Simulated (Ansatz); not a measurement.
## Cost against result

Saddle point of Si$_{2}$H$_{6}$ClOF$_{3}$, closed shell (Si₂H₃ClF₂ ([F][Si]([F])([SiH3])[Cl]) + H₂O + HF → SiClF₃ ([F][Si]([F])([F])[Cl]) + SiH₄ + H₂O; bonds formed: Si1–F7, Si2–H8, H6–O9; bonds broken: Si1–Si2, H6–F7, H8–O9), PBE0-D4/def2-TZVP structure:

| atom | x (Å) | y (Å) | z (Å) |
| --- | --- | --- | --- |
| Si1 | -0.4527 | 0.9853 | -0.6193 |
| Si2 | -0.8215 | -0.7097 | 1.1858 |
| F3 | 0.3502 | 0.6975 | -1.9921 |
| F4 | -1.0415 | 2.4541 | -0.4819 |
| Cl5 | -2.3017 | 0.1513 | -1.2981 |
| H6 | 2.0330 | 0.0841 | -0.1209 |
| F7 | 0.9723 | 1.4348 | 0.1904 |
| H8 | 0.6972 | -0.7634 | -0.0267 |
| O9 | 1.8233 | -0.8579 | -0.3479 |
| H10 | -1.6754 | 0.3565 | 1.7772 |
| H11 | 0.2225 | -1.0333 | 2.2051 |
| H12 | -1.6015 | -1.9193 | 0.8485 |
| H13 | 1.7957 | -0.8798 | -1.3198 |

Barriers are electronic and count from the start structure reached by relaxing down the imaginary mode.

Program: Ansatz 0.2.0. Basis: as named in each row. Cores are frozen in the correlated methods. B3LYP uses VWN-RPA correlation. Extrapolation: Hartree–Fock as exp(−7.88 √X), correlation as X^−2.97.

Times are rough, for one single point on 4 threads of a shared host (AMD EPYC 7R13), with one NVIDIA H100 (or a share of it) where marked.

The estimate by CCSD(T) at an estimated basis limit (MP2 extrapolated from triple and quadruple zeta, plus CCSD(T) − MP2 in triple zeta) is 40.14 kcal/mol.

```json
{"method": "HF", "basis": "STO-3G", "time (s)": "under 1", "barrier (kcal/mol)": "88.85", "method less estimate": "48.71"}
{"method": "PBE-D4", "basis": "STO-3G", "time (s)": "under 1", "barrier (kcal/mol)": "26.25", "method less estimate": "-13.89"}
{"method": "SPW92", "basis": "def2-SVP", "time (s)": "under 1", "barrier (kcal/mol)": "13.94", "method less estimate": "-26.19"}
{"method": "B3LYP-D4", "basis": "6-31G", "time (s)": "1", "barrier (kcal/mol)": "44.70", "method less estimate": "4.57"}
{"method": "PBE-D4", "basis": "def2-SVP", "time (s)": "2", "barrier (kcal/mol)": "26.21", "method less estimate": "-13.92"}
{"method": "PBE0-D4", "basis": "def2-SVP", "time (s)": "2", "barrier (kcal/mol)": "31.80", "method less estimate": "-8.34"}
{"method": "SPW92", "basis": "def2-TZVPP", "time (s)": "3 (H100)", "barrier (kcal/mol)": "19.47", "method less estimate": "-20.67"}
{"method": "PBE-D4", "basis": "def2-TZVPP", "time (s)": "3 (H100)", "barrier (kcal/mol)": "31.31", "method less estimate": "-8.82"}
{"method": "r2SCAN-D4", "basis": "def2-TZVPP", "time (s)": "4 (H100)", "barrier (kcal/mol)": "31.16", "method less estimate": "-8.98"}
{"method": "r2SCAN0-D4", "basis": "def2-TZVPP", "time (s)": "4 (H100)", "barrier (kcal/mol)": "34.93", "method less estimate": "-5.21"}
{"method": "PBE0-D4", "basis": "def2-TZVPP", "time (s)": "4 (H100)", "barrier (kcal/mol)": "35.34", "method less estimate": "-4.80"}
{"method": "B3LYP-D4", "basis": "def2-TZVPP", "time (s)": "5 (H100)", "barrier (kcal/mol)": "40.35", "method less estimate": "0.21"}
{"method": "BHLYP-D4", "basis": "def2-TZVPP", "time (s)": "5 (H100)", "barrier (kcal/mol)": "45.08", "method less estimate": "4.94"}
{"method": "B97M-V", "basis": "def2-TZVPP", "time (s)": "6 (H100)", "barrier (kcal/mol)": "34.10", "method less estimate": "-6.04"}
{"method": "CAM-B3LYP-D4", "basis": "def2-TZVPP", "time (s)": "6 (H100)", "barrier (kcal/mol)": "40.63", "method less estimate": "0.50"}
{"method": "wB97X-V", "basis": "def2-TZVPP", "time (s)": "6 (H100)", "barrier (kcal/mol)": "39.51", "method less estimate": "-0.63"}
{"method": "BLYP-D4", "basis": "def2-TZVPP", "time (s)": "6 (H100)", "barrier (kcal/mol)": "37.77", "method less estimate": "-2.36"}
{"method": "wB97M-V", "basis": "def2-SVP", "time (s)": "6", "barrier (kcal/mol)": "32.71", "method less estimate": "-7.43"}
{"method": "MP2", "basis": "def2-QZVPP", "time (s)": "7 (H100)", "barrier (kcal/mol)": "39.25", "method less estimate": "-0.88"}
{"method": "wB97M-V", "basis": "def2-TZVPP", "time (s)": "8 (H100)", "barrier (kcal/mol)": "37.21", "method less estimate": "-2.92"}
{"method": "B2PLYP", "basis": "def2-TZVPP", "time (s)": "8 (H100)", "barrier (kcal/mol)": "41.71", "method less estimate": "1.58"}
{"method": "PBE-QIDH", "basis": "def2-TZVPP", "time (s)": "8 (H100)", "barrier (kcal/mol)": "38.42", "method less estimate": "-1.71"}
{"method": "RPA on PBE", "basis": "def2-TZVPP", "time (s)": "10 (H100)", "barrier (kcal/mol)": "41.26", "method less estimate": "1.12"}
{"method": "CCSD(T)", "basis": "def2-TZVPP", "time (s)": "11 (H100)", "barrier (kcal/mol)": "41.31", "method less estimate": "1.17"}
{"method": "CCSD(T)", "basis": "def2-SVP", "time (s)": "22", "barrier (kcal/mol)": "43.65", "method less estimate": "3.51"}
```

All methods are single points on the PBE0-D4 structures.

No T1 diagnostic of these runs exceeds 0.013.

Labels in which every atom is bracketed show which atoms are joined, not bond orders.
